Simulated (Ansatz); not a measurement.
Cl2Si, singlet, at a GFN2-xTB geometry. Base run: HF/def2-SV(P) run with Ansatz (a program for electronic structure).

Here is a job for Ansatz.
Ansatz 0.2 input:
```yaml
crystal:
  periodic: [false, false, false]
  atoms:
    - {symbol: Si, position_ang: [0.00085030, 0.00527408, 0.92381323]}
    - {symbol: Cl, position_ang: [1.01602194, 1.21319412, -0.38826774]}
    - {symbol: Cl, position_ang: [-1.01672219, -1.21753748, -0.37251962]}
basis:
  gaussian:
    orbitals: def2-SV_P_.json
hamiltonian:
  xc: hf
```
The basis file holds def2-SV(P) in the JSON format of the Basis Set Exchange.

The base run was repeated with changes; each row names its change, and settings that it needs were set with it.

```csv
change,E (Eh)
base,-1207.61242
functional = cam_b3lyp,-1209.59911
functional = blyp; dispersion = d4,-1209.57272
functional = b3lyp; dispersion = d3bj,-1209.62374
functional = wB97M-V,-1209.52163
functional = PBE0-DH,-1209.07370
functional = wB97X-V,-1209.38458
functional = wB97X,…
functional = B97M-V,…
functional = lc_wpbe,-1209.21178
functional = B2PLYP,…
functional = pbe0,…
functional = hse06,-1209.12760
```

Task: Complete the blanks.

Result: 
- functional = wB97X, E (Eh): -1209.56128
- functional = B97M-V, E (Eh): -1209.26226
- functional = B2PLYP, E (Eh): -1209.15191
- functional = pbe0, E (Eh): -1209.14910

Totals shift with the method and basis; they matter in differences.
